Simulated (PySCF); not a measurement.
A geometry optimisation, step by step.

Species: C6H9FS.
Atom-mapped SMILES: `[F:1][C@@H:2]1[CH2:3][C@H:4]2[CH2:5][C@H:6]([CH2:7]2)[S:8]1` (hydrogens: H9 on C2; H10, H11 on C3; H12 on C4; H13, H14 on C5; H15 on C6; H16, H17 on C7)

Method: PBE0-D3(BJ)/def2-SVP geometry optimisation, gas phase in PySCF 2.14.0; density fitting, grid level 1; the optimiser is geomeTRIC in internal coordinates, started from a GFN2-xTB structure. The frame can shift and turn from step to step; on so coarse a grid that alone can change the energy by a few meV, and forces under 0.02 eV/Å are noise.

Step 0: E = -19896.8671 eV, largest atomic force 0.525 eV/Å
```
atom  x, y, z in Å  |  force x, y, z in eV/Å
F1      2.137    1.086   -0.888   -0.043   0.017  -0.278
C2      1.729    0.304    0.173   -0.104   0.248   0.039
C3      0.993   -0.924   -0.361   -0.272   0.437   0.105
C4     -0.514   -0.718   -0.517    0.246  -0.013   0.130
C5     -1.181   -0.529    0.856    0.009   0.100  -0.208
C6     -0.896    0.965    0.693    0.466  -0.160   0.104
C7     -0.855    0.752   -0.821   -0.041  -0.065   0.002
S8      0.770    1.332    1.335    0.207  -0.079   0.041
H9      2.648    0.029    0.701    0.096  -0.141   0.207
H10     1.174   -1.765    0.312    0.088  -0.291   0.153
H11     1.441   -1.159   -1.330    0.227  -0.061  -0.195
H12    -0.935   -1.480   -1.174   -0.120  -0.257  -0.209
H13    -2.247   -0.747    0.837   -0.442  -0.094  -0.063
H14    -0.720   -1.028    1.707    0.107  -0.190   0.370
H15    -1.570    1.699    1.126   -0.258   0.311   0.169
H16    -0.138    1.333   -1.395    0.245   0.250  -0.226
H17    -1.843    0.861   -1.265   -0.413  -0.012  -0.141
```

Step 1: E = -19896.9133 eV, largest atomic force 0.170 eV/Å
```
atom  x, y, z in Å  |  force x, y, z in eV/Å
F1      2.143    1.245   -0.890   -0.033  -0.016   0.070
C2      1.812    0.481    0.217    0.015  -0.086  -0.004
C3      1.079   -0.770   -0.260    0.103  -0.044  -0.048
C4     -0.429   -0.591   -0.426   -0.055  -0.068  -0.063
C5     -1.121   -0.404    0.941    0.027  -0.032   0.082
C6     -0.798    1.091    0.795   -0.130   0.095   0.054
C7     -0.804    0.879   -0.730    0.026   0.064  -0.068
S8      0.878    1.456    1.419    0.012   0.044  -0.031
H9      2.759    0.217    0.715   -0.001   0.017  -0.014
H10     1.276   -1.598    0.442    0.008   0.039  -0.014
H11     1.551   -1.043   -1.219   -0.033   0.006   0.031
H12    -0.835   -1.370   -1.091    0.019   0.015   0.016
H13    -2.204   -0.595    0.880    0.027   0.028  -0.016
H14    -0.703   -0.927    1.816   -0.016  -0.006  -0.017
H15    -1.468    1.842    1.244    0.039  -0.032  -0.017
H16    -0.121    1.484   -1.341   -0.017  -0.010   0.001
H17    -1.827    0.957   -1.132    0.009  -0.013   0.038
```

Step 2: E = -19896.9148 eV, largest atomic force 0.031 eV/Å
```
atom  x, y, z in Å  |  force x, y, z in eV/Å
F1      2.142    1.240   -0.888    0.000   0.009  -0.007
C2      1.813    0.476    0.217   -0.007  -0.026  -0.014
C3      1.080   -0.773   -0.262    0.016  -0.003  -0.002
C4     -0.430   -0.592   -0.426   -0.013   0.000   0.004
C5     -1.117   -0.401    0.944    0.018  -0.001   0.016
C6     -0.799    1.096    0.795   -0.019  -0.004  -0.002
C7     -0.807    0.879   -0.731    0.021   0.010  -0.015
S8      0.880    1.461    1.413    0.008   0.020   0.007
H9      2.761    0.215    0.714   -0.002   0.000   0.006
H10     1.279   -1.599    0.439   -0.005  -0.002   0.001
H11     1.549   -1.047   -1.221   -0.006   0.007   0.001
H12    -0.838   -1.371   -1.088    0.002   0.000   0.005
H13    -2.201   -0.590    0.884   -0.003   0.006  -0.010
H14    -0.700   -0.925    1.818   -0.007   0.000  -0.001
H15    -1.467    1.846    1.243    0.009  -0.002   0.002
H16    -0.127    1.484   -1.346   -0.004   0.001  -0.001
H17    -1.831    0.955   -1.127   -0.007  -0.014   0.009
```

Step 3: E = -19896.9149 eV, largest atomic force under 0.02 eV/Å
```
atom  x, y, z in Å  |  force x, y, z in eV/Å
F1      2.142    1.237   -0.893    0.002   0.000  -0.009
C2      1.814    0.474    0.213    0.001  -0.001  -0.004
C3      1.080   -0.775   -0.263   -0.005   0.004   0.007
C4     -0.431   -0.593   -0.424    0.000   0.007   0.009
C5     -1.115   -0.398    0.947    0.009   0.005  -0.001
C6     -0.796    1.098    0.795    0.003  -0.012  -0.008
C7     -0.808    0.879   -0.731    0.006  -0.001   0.001
S8      0.884    1.465    1.409   -0.001   0.001   0.001
H9      2.761    0.214    0.711    0.000  -0.001   0.002
H10     1.278   -1.600    0.439   -0.001  -0.004   0.001
H11     1.546   -1.049   -1.223    0.000   0.003  -0.005
H12    -0.840   -1.372   -1.083   -0.002  -0.004   0.001
H13    -2.199   -0.585    0.888   -0.003   0.002  -0.003
H14    -0.698   -0.922    1.821   -0.003   0.000   0.004
H15    -1.463    1.849    1.244    0.000   0.006   0.005
H16    -0.131    1.483   -1.349   -0.002   0.001  -0.002
H17    -1.834    0.952   -1.122   -0.005  -0.005   0.002
```

**Question.** Summarise the path.

**Answer.** The energy falls by 1.10 kcal/mol from step 0 to step 3; nine tenths of that is first reached at step 1. It falls at every step. The largest force goes from 0.525 to under 0.02 eV/Å. Among the bonds C2–S8 changes most (a near tie, within 0.001 Å, with another), from 1.824 to 1.810 Å; the atoms move by 0.051 Å rms after alignment.

**Question.** Follow the three bonds and two angles with the largest change from start to end.

**Answer.** 
```
step  E above end (kcal/mol)  largest force (eV/Å)  C2–S8 (Å)  C5–H13 (Å)  C6–H15 (Å)  C5–C6–S8 (°)  F1–C2–H9 (°)
   0                    1.10                 0.525      1.824       1.088       1.087         109.2         105.4
   1                    0.04                 0.170      1.809       1.102       1.101         110.8         106.8
   2                    0.00                 0.031      1.810       1.101       1.100         110.7         106.7
   3                    0.00            under 0.02      1.810       1.101       1.100         110.7         106.7
```

What follows is the cost of the whole optimisation. The run took 46 s wall, 58 s CPU on 2 threads, Arm Neoverse N1 (aarch64), on a shared host, and the process peaked at 0.76 GiB of memory.
